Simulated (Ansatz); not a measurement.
Steps of a relaxation of Cl2H4O2Si2 (`O[Si@H](Cl)[Si@@H](O)Cl`) with RKS PBE-D4/def2-SVP.

```sh
$ ansatz run in.yaml --threads 2 --pin off --events-out ev --progress --plain --max-ram 32768MiB --backend cpu
```

```yaml
crystal:
  periodic: [false, false, false]
  atoms:
    - {symbol: O, position_ang: [0.396800, -1.373800, 1.887400]}
    - {symbol: Si, position_ang: [-0.463800, -0.063900, 1.163800]}
    - {symbol: Cl, position_ang: [0.476000, 1.588400, 1.892100]}
    - {symbol: Si, position_ang: [-0.274300, -0.090400, -1.165100]}
    - {symbol: O, position_ang: [1.218000, -0.063200, -1.744800]}
    - {symbol: Cl, position_ang: [-1.196200, 1.586700, -1.987400]}
    - {symbol: H, position_ang: [1.300500, -1.146200, 2.112800]}
    - {symbol: H, position_ang: [-1.818300, -0.009300, 1.660400]}
    - {symbol: H, position_ang: [-1.034100, -1.264500, -1.699000]}
    - {symbol: H, position_ang: [1.478300, 0.785000, -2.117300]}
basis:
  gaussian: {orbitals: def2-SVP}
hamiltonian: {xc: pbe, dispersion: d4}
relax: {f_tol: 0.03, max_steps: 200}
```

Positions (Å) and forces (eV/Å) along the path, 13 of 18 steps:

```xyz
10
step=1 energy=-44925.7984 eV
O     0.397   -1.374    1.887   -1.630    0.309   -0.751
Si   -0.464   -0.064    1.164    1.543   -1.372    0.306
Cl    0.476    1.588    1.892    0.508    1.211    0.258
Si   -0.274   -0.090   -1.165   -2.402   -0.236    0.481
O     1.218   -0.063   -1.745    2.247   -0.532   -0.502
Cl   -1.196    1.587   -1.987   -0.309    0.361    0.070
H     1.300   -1.146    2.113    0.730    0.229    0.118
H    -1.818   -0.009    1.660   -1.054   -0.221    0.285
H    -1.034   -1.264   -1.699    0.051   -0.199   -0.045
H     1.478    0.785   -2.117    0.315    0.449   -0.221
10
step=3 energy=-44926.0790 eV
O     0.333   -1.381    1.875    0.229    0.756   -0.137
Si   -0.431   -0.020    1.184    0.266   -0.477    0.258
Cl    0.501    1.741    1.854   -0.066   -0.115   -0.086
Si   -0.302   -0.094   -1.174   -0.582    0.106    0.193
O     1.264   -0.087   -1.721    0.463    0.043   -0.231
Cl   -1.291    1.606   -1.920    0.026   -0.100    0.064
H     1.298   -1.225    2.004   -0.466   -0.198   -0.113
H    -1.850   -0.046    1.673    0.012    0.017    0.002
H    -1.003   -1.316   -1.703    0.059    0.022   -0.011
H     1.564    0.771   -2.071    0.059   -0.054    0.062
10
step=4 energy=-44926.1033 eV
O     0.335   -1.363    1.883    0.078    0.535   -0.093
Si   -0.432   -0.019    1.185    0.161   -0.355    0.147
Cl    0.482    1.758    1.825   -0.020   -0.053   -0.045
Si   -0.307   -0.094   -1.172   -0.389    0.056    0.167
O     1.262   -0.100   -1.729    0.279   -0.023   -0.162
Cl   -1.297    1.607   -1.900    0.001   -0.049    0.026
H     1.304   -1.243    1.965   -0.242   -0.136   -0.075
H    -1.849   -0.049    1.677    0.011    0.003    0.007
H    -1.006   -1.315   -1.703    0.053    0.012   -0.024
H     1.590    0.767   -2.027    0.068    0.010    0.051
10
step=7 energy=-44926.1972 eV
O     0.348   -1.231    1.943    0.664   -0.254   -0.271
Si   -0.424    0.039    1.167    0.039   -0.075   -0.057
Cl    0.536    1.864    1.571    0.002    0.008   -0.013
Si   -0.353   -0.110   -1.184   -0.063   -0.004    0.079
O     1.224   -0.039   -1.746    0.286    0.338    0.067
Cl   -1.515    1.498   -1.859    0.027   -0.051   -0.023
H     1.236   -1.492    1.590   -0.701    0.263    0.257
H    -1.803    0.053    1.746    0.023    0.067    0.045
H    -0.914   -1.387   -1.738    0.057    0.073   -0.032
H     1.748    0.754   -1.487   -0.334   -0.365   -0.051
10
step=8 energy=-44926.2188 eV
O     0.351   -1.251    1.907    0.291   -0.066   -0.087
Si   -0.430    0.034    1.166   -0.033   -0.058   -0.072
Cl    0.575    1.848    1.520    0.024   -0.001   -0.004
Si   -0.373   -0.119   -1.182   -0.111    0.036   -0.032
O     1.220   -0.026   -1.696    0.235    0.206    0.060
Cl   -1.532    1.468   -1.905    0.018   -0.015    0.018
H     1.242   -1.469    1.559   -0.324    0.092    0.105
H    -1.786    0.092    1.799    0.064    0.016    0.017
H    -0.906   -1.384   -1.785    0.055    0.010    0.032
H     1.723    0.755   -1.379   -0.219   -0.222   -0.036
10
step=10 energy=-44926.2378 eV
O     0.325   -1.266    1.885   -0.006    0.038   -0.033
Si   -0.437    0.032    1.146   -0.081   -0.009    0.077
Cl    0.745    1.783    1.322   -0.056   -0.026    0.054
Si   -0.410   -0.133   -1.196    0.171    0.031   -0.191
O     1.215    0.083   -1.590    0.002    0.184    0.175
Cl   -1.627    1.378   -1.985    0.017   -0.053    0.055
H     1.163   -1.538    1.467   -0.016   -0.016    0.022
H    -1.726    0.208    1.905    0.187    0.034   -0.103
H    -0.803   -1.431   -1.840    0.023    0.074    0.070
H     1.639    0.832   -1.110   -0.241   -0.257   -0.126
10
step=11 energy=-44926.2434 eV
O     0.314   -1.268    1.891    0.145   -0.013   -0.098
Si   -0.419    0.039    1.138   -0.043    0.010    0.116
Cl    0.735    1.798    1.384   -0.015   -0.086   -0.061
Si   -0.398   -0.140   -1.205    0.059    0.090   -0.100
O     1.212    0.091   -1.623    0.038    0.044    0.048
Cl   -1.647    1.360   -1.961    0.009   -0.021    0.028
H     1.158   -1.556    1.490   -0.142    0.032    0.080
H    -1.710    0.233    1.869    0.031   -0.005   -0.043
H    -0.799   -1.433   -1.847    0.023    0.016    0.067
H     1.638    0.826   -1.133   -0.105   -0.067   -0.037
10
step=12 energy=-44926.2467 eV
O     0.282   -1.285    1.917    0.016    0.014   -0.029
Si   -0.413    0.028    1.140   -0.068   -0.121   -0.043
Cl    0.774    1.750    1.359    0.123    0.153    0.032
Si   -0.380   -0.132   -1.208    0.008   -0.115    0.026
O     1.219    0.128   -1.643   -0.023    0.004   -0.031
Cl   -1.667    1.336   -1.942   -0.046    0.064   -0.020
H     1.126   -1.595    1.540   -0.033    0.002    0.018
H    -1.706    0.265    1.849   -0.010   -0.015   -0.002
H    -0.765   -1.438   -1.829    0.027    0.007    0.006
H     1.612    0.893   -1.180    0.006    0.006    0.045
10
step=14 energy=-44926.2519 eV
O     0.259   -1.289    1.920    0.026    0.021   -0.047
Si   -0.400    0.033    1.128   -0.002   -0.045    0.028
Cl    0.849    1.731    1.326    0.009    0.007    0.003
Si   -0.382   -0.141   -1.217    0.065    0.024   -0.034
O     1.209    0.187   -1.643   -0.015    0.058    0.060
Cl   -1.723    1.290   -1.943   -0.006   -0.013    0.006
H     1.085   -1.637    1.536   -0.039    0.008    0.029
H    -1.682    0.316    1.842   -0.001    0.003   -0.001
H    -0.714   -1.459   -1.843   -0.004    0.005    0.007
H     1.580    0.917   -1.102   -0.033   -0.070   -0.052
10
step=15 energy=-44926.2525 eV
O     0.246   -1.293    1.928    0.021    0.023   -0.039
Si   -0.394    0.033    1.126    0.008   -0.041    0.011
Cl    0.871    1.720    1.327    0.001   -0.001    0.003
Si   -0.374   -0.140   -1.221    0.034    0.017   -0.017
O     1.208    0.207   -1.658   -0.027    0.035    0.045
Cl   -1.741    1.275   -1.931    0.003   -0.014    0.004
H     1.071   -1.652    1.554   -0.033    0.009    0.024
H    -1.679    0.329    1.827   -0.003    0.007    0.008
H    -0.698   -1.462   -1.842   -0.004    0.000   -0.004
H     1.574    0.931   -1.107   -0.001   -0.034   -0.035
10
step=16 energy=-44926.2528 eV
O     0.230   -1.297    1.940   -0.010    0.018   -0.022
Si   -0.389    0.028    1.124    0.008   -0.009    0.028
Cl    0.893    1.704    1.325    0.005    0.005   -0.003
Si   -0.367   -0.141   -1.224    0.005    0.001   -0.035
O     1.206    0.230   -1.674   -0.047   -0.002    0.029
Cl   -1.760    1.256   -1.920    0.003   -0.003    0.007
H     1.056   -1.668    1.580    0.003   -0.006    0.006
H    -1.672    0.348    1.820    0.001   -0.005   -0.009
H    -0.681   -1.462   -1.851    0.004   -0.004    0.004
H     1.567    0.950   -1.116    0.030    0.007   -0.006
10
step=17 energy=-44926.2530 eV
O     0.226   -1.298    1.940   -0.005    0.009   -0.005
Si   -0.387    0.029    1.123   -0.005   -0.004    0.002
Cl    0.899    1.701    1.324    0.001    0.003    0.004
Si   -0.366   -0.140   -1.226    0.000   -0.008   -0.004
O     1.205    0.235   -1.676   -0.034   -0.004    0.010
Cl   -1.765    1.253   -1.914    0.003   -0.003   -0.002
H     1.053   -1.670    1.585    0.007   -0.008    0.002
H    -1.673    0.350    1.814    0.006    0.001   -0.002
H    -0.677   -1.464   -1.850    0.001    0.001   -0.004
H     1.568    0.952   -1.118    0.026    0.012   -0.001
10
step=18 energy=-44926.2530 eV
O     0.224   -1.299    1.942   -0.003    0.007   -0.003
Si   -0.387    0.029    1.124   -0.007   -0.004    0.003
Cl    0.898    1.701    1.331    0.003    0.003   -0.001
Si   -0.365   -0.140   -1.225   -0.001   -0.006   -0.005
O     1.204    0.235   -1.681   -0.024   -0.005    0.006
Cl   -1.765    1.254   -1.912    0.001   -0.002   -0.001
H     1.053   -1.670    1.591    0.006   -0.006    0.001
H    -1.674    0.348    1.811    0.004    0.001   -0.002
H    -0.677   -1.463   -1.849    0.001    0.001   -0.002
H     1.571    0.955   -1.129    0.020    0.011    0.005
```

Hardware: 2 threads of an AMD EPYC 7R13 on a shared host. Wall time 40 s, peak host memory 0.18 GiB.
